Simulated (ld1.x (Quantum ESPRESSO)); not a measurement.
**Transferability test, RRKJ potential for C (Z = 6)**

ld1.x (Quantum ESPRESSO) 7.5 input, shortened:

```
&input
   title='C', zed=6., rel=0, dft='PBE', iswitch=3,
   config='[He] 2s2 2p1.5 3d-2'
 /
 &inputp
   pseudotype=2, tm=.false., lloc=2,
   nlcc=.true.
 /
3
2S  1  0   2.00   0.00  1.10  1.10  0.0
2P  2  1   1.50   0.00  2.40  2.40  0.0
3D  3  2  -2.00   0.45  2.55  2.55  0.0
 &test
   configts(1)='2s2 2p1.5'
 /
```

Energies are relative to the spin-unpolarised reference configuration 2s2 2p1.5; without spin polarisation the order of configurations can differ from experiment.

| valence configuration | charge | ΔE all-electron (eV) | error AE − PS (meV) |
| --- | --- | --- | --- |
| 2s2 2p2 | 0 | -3.965 | +12 |
| 2s2 2p1 | +1 | 6.900 | +31 |
| 2s2 2p0 | +2 | 31.060 | +547 |
| 2s1 2p2 | +1 | 15.637 | -71 |
| 2s1 2p3 | 0 | 4.498 | +40 |
| 2s0 2p4 | 0 | 12.980 | +40 |

What are ΔE and the potential's error for 2s1 2p0?

ΔE = 79.232 eV all-electron; the error (AE − PS) is +1176 meV.
